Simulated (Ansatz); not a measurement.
Basis sets compared for Ga₃N₃H₁₂, a cluster cut from zinc blende GaN (hydrogen-capped). Total charge 0; singlet. Geometry PBE0-D4/def2-SVP. Ansatz on 4 threads of Arm Neoverse V2 on a shared host; times are rough, and most runs start from earlier orbitals.

```xyz
18

Ga   -0.251    2.024   -0.003
Ga    1.886   -0.730   -0.267
Ga   -1.566   -1.157   -0.608
N    -1.684    0.644    0.273
N     0.221   -1.810    0.038
N     1.394    1.027    0.574
H    -0.497    3.150    1.079
H    -0.135    2.299   -1.544
H     3.008   -1.366    0.648
H     2.039   -0.500   -1.812
H    -2.655   -2.069    0.085
H    -1.467   -0.932   -2.158
H    -1.878    0.534    1.271
H    -2.539    1.067   -0.095
H     0.158   -2.089    1.019
H     0.379   -2.692   -0.457
H     1.415    0.946    1.593
H     2.174    1.653    0.364
```

Another isomer (singlet) lies 0.14 eV lower at PBE0-D4/def2-TZVP; other spin states weren't run for this one.

Binding counts from free atoms (Ga doublet, N quartet, H doublet) in the same basis, without a counterpoise term.

| level | functions | energy (Eh) | HOMO (eV) | LUMO (eV) | binding per atom (eV) | wall time |
| --- | --- | --- | --- | --- | --- | --- |
| PBE-D4/def2-SVP | 198 | -5944.2126 | -6.41 | -0.48 | 3.06 | 3.3 s |
| PBE0-D4/def2-SVP | 198 | -5944.3619 | -7.67 | 0.33 | 3.03 | 5.5 s |

Question: Estimate the rows for PBE-D4/def2-TZVP (with forces), PBE0-D4/def2-TZVP.

Answer: 
```json
{"level": "PBE-D4/def2-TZVP (with forces)", "functions": "309", "energy (Eh)": "-5945.1503", "HOMO (eV)": "-6.47", "LUMO (eV)": "-0.82", "binding per atom (eV)": "3.04", "wall time": "6.5 s"}
{"level": "PBE0-D4/def2-TZVP", "functions": "309", "energy (Eh)": "-5945.2921", "HOMO (eV)": "-7.71", "LUMO (eV)": "0.00", "binding per atom (eV)": "3.01", "wall time": "14 s"}
```
